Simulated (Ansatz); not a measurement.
Relaxation of Cl2H2HfO2 (7 atoms, charge 0, multiplicity 1), to a largest force component of 0.03 eV/Å in at most 50 steps.

All numbers below come from Ansatz, RKS PBE0-D4/def2-SVP.

```xyz
7
Properties=species:S:1:pos:R:3
Hf -0.196 0.049 0.625
O 1.094 -0.430 -1.185
O -1.475 0.554 -0.696
H -1.006 0.397 -1.537
Cl 0.506 1.869 1.936
Cl -0.941 -1.759 1.927
H 2.018 -0.680 -1.070
```

Problem. Where does it end, and by what steps?

Solution. It converged. After 8 steps the energy has fallen by 1.413 eV; H4 moved furthest, 1.04 Å. Parted: Hf1–H4.

| step | energy less start (eV) | largest force component (eV/Å) | accepted |
| --- | --- | --- | --- |
| 0 | 0.0000 | 3.348 | yes |
| 1 | -0.8752 | 2.017 | yes |
| 2 | -1.0991 | 0.688 | yes |
| 3 | -1.2242 | 0.792 | yes |
| 4 | -1.3251 | 0.858 | yes |
| 5 | -1.3831 | 0.374 | yes |
| 6 | -1.4120 | 0.045 | yes |
| 7 | -1.4127 | 0.033 | yes |
| 8 | -1.4128 | 0.001 | yes |

```xyz
7
Properties=species:S:1:pos:R:3
Hf -0.046 0.013 0.412
O 1.523 -0.570 -0.487
O -1.378 0.531 -0.842
H -1.974 0.764 -1.551
Cl 0.494 1.872 1.770
Cl -0.881 -1.766 1.727
H 2.263 -0.844 -1.027
```

Run time: 29 s on 2 threads of Arm Neoverse V2, with other jobs on the host, peak memory 0.24 GiB.
